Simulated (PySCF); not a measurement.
# Correlation energy of Re³⁺ (rhenium, charge +3)

[Xe] 4f14 5d4, high-spin 5D determinant. All numbers are calculated (PySCF 2.14, scalar relativity through the core potential, in aug-cc-pVTZ-PP with ECP60MDF (6s6p5d3f2g, 88 functions)). Frozen: 5s2 5p6; 4 electrons correlated.

| level | correlation energy (mhartree) |
| --- | --- |
| CCSD | -36.22 |
| (T) | -0.28 |
| CCSD(T) | -36.50 |

Diagnostics: T1 = 0.00070, D1 = 0.0013, largest double amplitude 0.016.

Spin-orbit coupling, absent here, splits the open shell strongly.

Cost of the coupled-cluster step: of the order of 14 core-seconds, for 4 correlated electrons.
